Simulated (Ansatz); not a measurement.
**Molecular dynamics of BrH$_{7}$Si$_{2}$**

Input:

```yaml
crystal:
  periodic: [false, false, false]
  atoms:
    - { symbol: Si, position_ang: [-0.645445, -0.56272, -0.349641] }
    - { symbol: H, position_ang: [0.202534, -1.018686, -1.823539] }
    - { symbol: H, position_ang: [-0.535851, -2.064432, -0.213219] }
    - { symbol: H, position_ang: [-2.075368, -0.313914, -0.658486] }
    - { symbol: Si, position_ang: [0.549663, 0.442255, 1.391159] }
    - { symbol: H, position_ang: [0.198118, -0.152301, -1.932979] }
    - { symbol: Br, position_ang: [-0.104706, 1.777966, -1.637041] }
    - { symbol: H, position_ang: [0.532744, -0.459034, 2.58818] }
    - { symbol: H, position_ang: [-0.077696, 1.75179, 1.714298] }
    - { symbol: H, position_ang: [1.955808, 0.599077, 0.921169] }
basis:
  gaussian: { orbitals: def2-SVP }
hamiltonian:
  xc: pbe0
md:
  timestep: 0.5
  n_steps: 200
  ensemble: nve
  temperature: 100.0
  initial_velocities: maxwell_boltzmann
  seed: 6709
```

Command:

```bash
$ ansatz run input.yaml --threads 2 --pin off --max-ram 3072MiB --backend cpu --events-out ev --progress --plain --runs-dir out
```

It starts at the highest image of a converged band. Of that band: Neighbouring images differ by up to 1.4 eV, so the band resolves the path poorly. A vibrational analysis at the climbing image gives one clearly imaginary mode, 724i cm⁻¹: a first-order saddle point.

Output, in part (one step line in 7, the closing report, with atoms numbered from 0):

```
md step     0: t =     0.00 fs  T =   100.0 K  F+E_penalty+E_count = -85885.29925922 eV  E_kin = 0.103408 eV  conserved = -85885.19585122 eV  (23 SCF iters)
md step     7: t =     3.50 fs  T =    85.7 K  F+E_penalty+E_count = -85885.28433548 eV  E_kin = 0.088588 eV  conserved = -85885.19574740 eV  (22 SCF iters)
md step    14: t =     7.00 fs  T =    84.5 K  F+E_penalty+E_count = -85885.28311636 eV  E_kin = 0.087344 eV  conserved = -85885.19577214 eV  (22 SCF iters)
md step    21: t =    10.50 fs  T =   108.2 K  F+E_penalty+E_count = -85885.30756748 eV  E_kin = 0.111876 eV  conserved = -85885.19569187 eV  (22 SCF iters)
md step    28: t =    14.00 fs  T =   196.0 K  F+E_penalty+E_count = -85885.39844486 eV  E_kin = 0.202696 eV  conserved = -85885.19574919 eV  (22 SCF iters)
md step    35: t =    17.50 fs  T =   325.7 K  F+E_penalty+E_count = -85885.53249642 eV  E_kin = 0.336786 eV  conserved = -85885.19571053 eV  (23 SCF iters)
md step    42: t =    21.00 fs  T =   510.1 K  F+E_penalty+E_count = -85885.72320694 eV  E_kin = 0.527466 eV  conserved = -85885.19574103 eV  (24 SCF iters)
md step    49: t =    24.50 fs  T =   749.1 K  F+E_penalty+E_count = -85885.97037525 eV  E_kin = 0.774657 eV  conserved = -85885.19571836 eV  (23 SCF iters)
md step    56: t =    28.00 fs  T =  1061.2 K  F+E_penalty+E_count = -85886.29319449 eV  E_kin = 1.097391 eV  conserved = -85885.19580383 eV  (23 SCF iters)
md step    63: t =    31.50 fs  T =  1404.6 K  F+E_penalty+E_count = -85886.64846157 eV  E_kin = 1.452516 eV  conserved = -85885.19594508 eV  (24 SCF iters)
md step    70: t =    35.00 fs  T =  1686.0 K  F+E_penalty+E_count = -85886.93960278 eV  E_kin = 1.743508 eV  conserved = -85885.19609474 eV  (23 SCF iters)
md step    77: t =    38.50 fs  T =  1815.1 K  F+E_penalty+E_count = -85887.07305843 eV  E_kin = 1.876921 eV  conserved = -85885.19613735 eV  (23 SCF iters)
md step    84: t =    42.00 fs  T =  1783.2 K  F+E_penalty+E_count = -85887.04003754 eV  E_kin = 1.843967 eV  conserved = -85885.19607022 eV  (24 SCF iters)
md step    91: t =    45.50 fs  T =  1647.1 K  F+E_penalty+E_count = -85886.89926838 eV  E_kin = 1.703272 eV  conserved = -85885.19599601 eV  (27 SCF iters)
md step    98: t =    49.00 fs  T =  1484.0 K  F+E_penalty+E_count = -85886.73034887 eV  E_kin = 1.534547 eV  conserved = -85885.19580213 eV  (28 SCF iters)
md step   105: t =    52.50 fs  T =  1400.0 K  F+E_penalty+E_count = -85886.64361995 eV  E_kin = 1.447671 eV  conserved = -85885.19594897 eV  (25 SCF iters)
md step   112: t =    56.00 fs  T =  1345.2 K  F+E_penalty+E_count = -85886.58692873 eV  E_kin = 1.391066 eV  conserved = -85885.19586254 eV  (27 SCF iters)
md step   119: t =    59.50 fs  T =  1368.8 K  F+E_penalty+E_count = -85886.61124857 eV  E_kin = 1.415437 eV  conserved = -85885.19581132 eV  (23 SCF iters)
md step   126: t =    63.00 fs  T =  1493.9 K  F+E_penalty+E_count = -85886.74072985 eV  E_kin = 1.544772 eV  conserved = -85885.19595794 eV  (23 SCF iters)
md step   133: t =    66.50 fs  T =  1612.7 K  F+E_penalty+E_count = -85886.86366432 eV  E_kin = 1.667627 eV  conserved = -85885.19603755 eV  (23 SCF iters)
md step   140: t =    70.00 fs  T =  1660.7 K  F+E_penalty+E_count = -85886.91327716 eV  E_kin = 1.717274 eV  conserved = -85885.19600288 eV  (23 SCF iters)
md step   147: t =    73.50 fs  T =  1656.8 K  F+E_penalty+E_count = -85886.90915477 eV  E_kin = 1.713214 eV  conserved = -85885.19594096 eV  (23 SCF iters)
md step   154: t =    77.00 fs  T =  1641.2 K  F+E_penalty+E_count = -85886.89300313 eV  E_kin = 1.697158 eV  conserved = -85885.19584521 eV  (22 SCF iters)
md step   161: t =    80.50 fs  T =  1658.4 K  F+E_penalty+E_count = -85886.91090827 eV  E_kin = 1.714965 eV  conserved = -85885.19594344 eV  (23 SCF iters)
md step   168: t =    84.00 fs  T =  1648.9 K  F+E_penalty+E_count = -85886.90108477 eV  E_kin = 1.705078 eV  conserved = -85885.19600677 eV  (23 SCF iters)
md step   175: t =    87.50 fs  T =  1574.9 K  F+E_penalty+E_count = -85886.82450985 eV  E_kin = 1.628556 eV  conserved = -85885.19595374 eV  (23 SCF iters)
md step   182: t =    91.00 fs  T =  1460.0 K  F+E_penalty+E_count = -85886.70569977 eV  E_kin = 1.509754 eV  conserved = -85885.19594618 eV  (23 SCF iters)
md step   189: t =    94.50 fs  T =  1316.7 K  F+E_penalty+E_count = -85886.55737863 eV  E_kin = 1.361620 eV  conserved = -85885.19575910 eV  (22 SCF iters)
md step   196: t =    98.00 fs  T =  1241.4 K  F+E_penalty+E_count = -85886.47949587 eV  E_kin = 1.283706 eV  conserved = -85885.19578971 eV  (22 SCF iters)
md step   200: t =   100.00 fs  T =  1231.6 K  F+E_penalty+E_count = -85886.46941758 eV  E_kin = 1.273611 eV  conserved = -85885.19580688 eV  (23 SCF iters)
Total energy: -85886.46945550 eV, -3156.2695365499 hartree
Atom 0 at    -0.668094    -0.156592    -0.071519 Å, force    -0.062051     0.989600    -1.754666 eV/Å
Atom 1 at     1.929487    -4.017179    -8.264619 Å, force    -0.032199    -0.044201     0.131353 eV/Å
Atom 2 at    -0.343342    -1.190981    -1.110484 Å, force     0.285129    -0.095032     0.507148 eV/Å
Atom 3 at    -2.097140    -0.493067     0.320969 Å, force     0.200459     0.586019    -0.264580 eV/Å
Atom 4 at     0.578726     0.345034     1.845558 Å, force    -0.116164     0.368695    -0.233397 eV/Å
Atom 5 at     2.100360    -3.780717    -8.962917 Å, force     0.032217     0.044200    -0.131427 eV/Å
Atom 6 at    -0.154058     1.750031    -1.743651 Å, force    -0.702134    -1.478449     1.715358 eV/Å
Atom 7 at     0.323740    -0.682742     2.897582 Å, force     0.225412    -0.164795    -0.086227 eV/Å
Atom 8 at     0.038425     1.634747     2.409218 Å, force     0.160624    -0.150950    -0.235260 eV/Å
Atom 9 at     1.982157     0.480062     1.347059 Å, force     0.008708    -0.055087     0.351698 eV/Å
Dipole moment:     0.012033    -0.417654     0.558198 e Å
```

The run went to its last step. The conserved energy stayed within 0.03 meV per atom of its start (net change 0.0044 meV per atom), so the integration is sound. The kinetic energy rose, since the run started high on the potential surface and went downhill. It ends in pieces (BrH5Si2 + H2), so much of that is their flight and rotation, not heat. A run of 0.1 ps of so small a system gives no equilibrium averages. The orbitals stay closed-shell, which can raise the energy where a bond breaks towards radicals; this wasn't checked here.

Between its relaxed ends the band would form Si1–Br7, H2–H6 and break Si1–H2, H6–Br7. These pairs go: Si1–Br7 2.73 → 2.59 Å, H2–H6 0.87 → 0.76 Å, Si1–H2 1.76 → 9.42 Å, H6–Br7 1.98 → 9.37 Å. In the last frame they stand as after the step (other bonds may differ from the relaxed reactants and products). It ends as BrH5Si2 + H2. Pairs count as bonded within 1.25 times the sum of covalent radii (0.12 Å more for H–H).

Last frame:

```xyz
10
Properties=species:S:1:pos:R:3
Si -0.668 -0.157 -0.071
H 1.929 -4.017 -8.265
H -0.343 -1.191 -1.111
H -2.097 -0.493 0.321
Si 0.579 0.345 1.846
H 2.100 -3.781 -8.963
Br -0.154 1.750 -1.744
H 0.324 -0.683 2.898
H 0.038 1.635 2.409
H 1.982 0.480 1.347
```

Run time: 4.3 min on 2 threads of Intel(R) Xeon(R) 6975P-C (Granite Rapids), on a shared host, peak memory 0.26 GiB.
